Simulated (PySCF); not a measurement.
PySCF 2.14 output of an unrestricted B2PLYP calculation on a single atom or ion in x2c-TZVPPall, with scalar relativity by spin-free X2C-1e:

```
SCF conv_tol = 1e-09
number electrons alpha = 35  beta = 35
    A. D. Becke.,  Phys. Rev. A 38, 3098 (1988)
    C. Lee, W. Yang, and R. G. Parr.,  Phys. Rev. B 37, 785 (1988)
    B. Miehlich, A. Savin, H. Stoll, and H. Preuss.,  Chem. Phys. Lett. 157, 200 (1989)
cycle= 1 E= -14058.3740618249  delta_E= -0.00396  |g|= 0.379  |ddm|= 0.307
cycle= 2 E= -14058.3378092866  delta_E= 0.0363  |g|= 0.804  |ddm|= 0.326
cycle= 3 E= -14058.3852409002  delta_E= -0.0474  |g|= 0.0126  |ddm|= 0.184
cycle= 4 E= -14058.3852618133  delta_E= -2.09e-05  |g|= 0.00558  |ddm|= 0.00658
cycle= 5 E= -14058.3852644006  delta_E= -2.59e-06  |g|= 0.000132  |ddm|= 0.00304
cycle= 6 E= -14058.3852644024  delta_E= -1.87e-09  |g|= 3.24e-06  |ddm|= 6.64e-05
cycle= 7 E= -14058.3852644025  delta_E= -1.09e-11  |g|= 1.8e-07  |ddm|= 8.06e-06
converged SCF energy = -14058.3852644025  <S^2> = -4.2632564e-14  2S+1 = 1
```

The run itself started from symmetry-adapted Hartree-Fock orbitals and held the occupation by maximum overlap, on a logarithmic radial grid, so the iterations belong to that start.

Q: Which element, charge and spin multiplicity is this?

A: Yb (ytterbium, neutral), multiplicity 1; the state was [Xe] 4f14 6s2, closed-shell 1S. The SCF energy lacks the PT2 part of the double hybrid.

Spin-orbit coupling, which splits the p, d and f shells strongly at this Z, is absent.
